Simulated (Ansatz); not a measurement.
CH$_{3}$IOSi, SMILES `I[SiH]1CO1`. Charge 0, multiplicity 1. Correlated methods include outer-core shells of I, which these sets cover unevenly. I takes the def2 core potential.

```xyz
7

I     0.3609   -0.5660    2.7512
Si   -0.4795    0.1535    0.6096
C     0.3644   -0.2334   -0.9317
O     0.4884    1.1141   -0.3187
H    -1.9021    0.5248    0.7193
H     1.3036   -0.7817   -0.9323
H    -0.1357   -0.2113   -1.8974
```

(1) Give the diagnostics of a CCSD(T)/def2-TZVPP run (frozen core, Ansatz). (An estimate is asked.)

Results:

(1) Computed: T1 = 0.0116, largest single amplitude 0.022, largest double 0.026, (T) share of the correlation energy 3.3 %, 10 CCSD cycles. The RHF solution is stable towards an unrestricted one. T1 lies under the customary mark of 0.02 for closed shells.
